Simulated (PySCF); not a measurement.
**Computed properties of O2Se, SMILES O=[Se]=O**

selenium dioxide (O2Se), SMILES O=[Se]=O. Geometry: ωB97X-D3(BJ)/def2-TZVP. Other conformers were not sampled. All values are computed for the isolated molecule unless a solvent is named; none is compared with measurement here.

**Structure.** The optimised structure has C2v symmetry. All 3 harmonic modes at ωB97X-D3(BJ)/def2-TZVP (PySCF) are real, so it is a minimum. With heavy atoms numbered as in [O:1]=[Se:2]=[O:3], the shortest bond between them is O1–Se2 at 1.594 Å and the longest Se2–O3 at 1.594 Å.

**Vibrations.** The strongest infrared lines (harmonic, unscaled, degenerate partners summed) lie at 1081 cm⁻¹ (145 km/mol, O 78 %, Se 22 %), 391 cm⁻¹ (29 km/mol, O 82 %, Se 18 %), 1043 cm⁻¹ (17 km/mol, O 89 %, Se 11 %). The softest mode is at 391 cm⁻¹ and the zero-point energy is 3.6 kcal/mol.

**Electronic structure.** B3LYP/def2-TZVPD (PySCF) places the frontier levels at -9.04 and -4.39 eV, a gap of 4.65 eV, and gives a dipole moment of 2.82 D and a mean polarisability of 31.9 bohr³. PBE/def2-TZVPD (PySCF) at the same geometry gives -7.73 and -4.92 eV, so its gap is 1.84 eV narrower. An orbital gap is neither the optical nor the fundamental gap.

**Excitations.** TDA-CAM-B3LYP/def2-SVPD (PySCF) has S1 at 3.35 eV (370 nm, f = 0.005, weak); the most intense of the 10 singlets computed lies at 5.40 eV (f = 0.06). T1 (TDA) is at 2.50 eV, 0.85 eV under S1. TDA-PBE/def2-SVPD (PySCF) puts S1 at 3.26 eV. No vertical singlet excitation falls in the visible range (under 3.1 eV).
